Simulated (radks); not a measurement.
Question: The germanium ion Ge2+, [Ar] 3d10 4s2. Method: non-relativistic Kohn-Sham, r2SCAN, spin-polarised, spherical densities, point nucleus; meta-GGA in the generalised Kohn-Sham scheme; computed with a radial shooting solver on a logarithmic mesh with Libxc functionals. Every spin shell is full or empty, so the densities are truly spherical. Functionals are evaluated on that one density, not self-consistently. Rank these exchange functionals by their error against the exact value of the orbitals, and give that value: LDA, PBE, PBEsol, PW91, OPTX, SOGGA, G96, EV93, SCAN, r2SCAN, MVS.

Answer: Exact: -76.8965 hartree. From best to worst, with 100 (|E| - |E exact|)/|E exact| (equal figures are ties): r2SCAN +0.11, MVS +0.13, PW91 +0.20, PBE -0.24, EV93 +0.33, SCAN +0.36, G96 +0.48, OPTX +0.94, PBEsol -2.46, SOGGA -2.48, LDA -5.67.
